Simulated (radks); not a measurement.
Task: Valence configurations of S+ (all share [Ne]). Method: non-relativistic Kohn-Sham, PBE, spin-unpolarised, spherical densities, point nucleus; computed with a radial shooting solver on a logarithmic mesh with Libxc functionals. Order these by energy: 3p5; 3s2 3p3; 3s0.5 3p4.5; 3s1 3p4; 3s1.5 3p3.5.

Result: From the lowest, in eV above it: 3s2 3p3 0.000; 3s1.5 3p3.5 5.360; 3s1 3p4 10.741; 3s0.5 3p4.5 16.143; 3p5 21.563. NIST lists [Ne] 3s2 3p3 as the ground configuration; this level of theory agrees among the configurations tried. The energies are those of spherical spin-averaged densities, not of single terms.
